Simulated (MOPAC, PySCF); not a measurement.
Stepwise substitution at one centre (Sn Cl-H). Isolated molecules, 0 K electronic values unless said otherwise. Strings in code marks are SMILES.

Quantity: redistribution energy (mixed species minus the weighted end members), in kcal/mol. Semi-empirical values (MOPAC) are differences of heats of formation.

Level 1: B3LYP/6-311+G** (LANL2DZ on Sn) // B3LYP-D3(BJ)/def2-TZVP (PySCF)
Level 2: B3LYP/LANL2DZ // B3LYP-D3(BJ)/def2-TZVP (PySCF)
Level 3: PBE/6-31G* (LANL2DZ on Sn) // B3LYP-D3(BJ)/def2-TZVP (PySCF)
Level 4: PM3 // B3LYP-D3(BJ)/def2-TZVP (MOPAC)

| species | level 1 | level 2 | level 3 | level 4 |
|---|---|---|---|---|
| 3 of 4 Cl replaced by H: `[Cl][SnH3]` | -2.86 | -3.08 | -0.87 | 2.24 |
| 1 of 4 Cl replaced by H: `[Cl][SnH]([Cl])[Cl]` | -3.52 | -4.00 | -2.06 | 0.87 |
| 2 of 4 Cl replaced by H: `[Cl][SnH2][Cl]` | -4.32 | -4.86 | -2.07 | 2.01 |
